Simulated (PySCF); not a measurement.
The vertical singlet excitations below were computed for one of the candidates. Method: TDDFT PBE0/def2-SVPD, vertical, gas phase, core orbitals frozen in the response in PySCF. Geometries: GFN2-xTB, one conformer each.

| state | E (eV) | f |
| --- | --- | --- |
| S1 | 2.81 | 0.021 |
| S2 | 4.98 | 0.443 |
| S3 | 5.62 | 0.0055 |
| S4 | 5.71 | 0.0006 |
| S5 | 5.71 | 0.0000 |
| S6 | 6.10 | 0.0030 |

Question: Which structure fits? All have the formula C7H7ClO.
A. `Cl/C=C1/C(=CC=C1)OC`
B. `COC1=CC=CC(Cl)=C1`
C. `OCC1=CC=C(Cl)C=C1`
D. `C#C[C@@H]1[C@@H]2O[C@@H]2C[C@@H]1Cl`

Answer: A. Its S1, at 2.81 eV, is the lowest among the candidates; the nearest of the others has S1 at 5.09 eV. S1 is HOMO→LUMO (99%). Löwdin shares by element: HOMO carbon 59% or more, oxygen 14% (atoms not listed hold the other 26%); LUMO carbon 64% or more (atoms not listed hold the other 36%). At the same level the other candidates give, for their lowest levels:
- `OCc1ccc(Cl)cc1`: 5.24 eV (f 0.004); 5.77 eV (f 0.191); 6.20 eV (f 0.004); 6.35 eV (f 0.016); 6.42 eV (f 0.005); T1 3.96 eV; HOMO -7.25, LUMO -0.81 eV
- `C#C[C@@H]1[C@@H]2O[C@@H]2C[C@@H]1Cl`: 6.49 eV (f 0.000); 6.71 eV (f 0.002); 6.76 eV (f 0.005); 6.84 eV (f 0.001); 7.02 eV (f 0.006); T1 5.34 eV; HOMO -7.46, LUMO 0.39 eV
- `COc1cccc(Cl)c1`: 5.09 eV (f 0.037); 5.76 eV (f 0.076); 6.13 eV (f 0.000); 6.46 eV (f 0.013); 6.48 eV (f 0.403); T1 3.92 eV; HOMO -6.70, LUMO -0.55 eV

Shape of the structure used: `[CH3:1][O:2][C:3]1=[CH:4][CH:5]=[CH:6]/[C:7]1=[CH:8]\[Cl:9]`: C1–O2–C3–C4 0°.
Triplets come from the Tamm–Dancoff approximation.
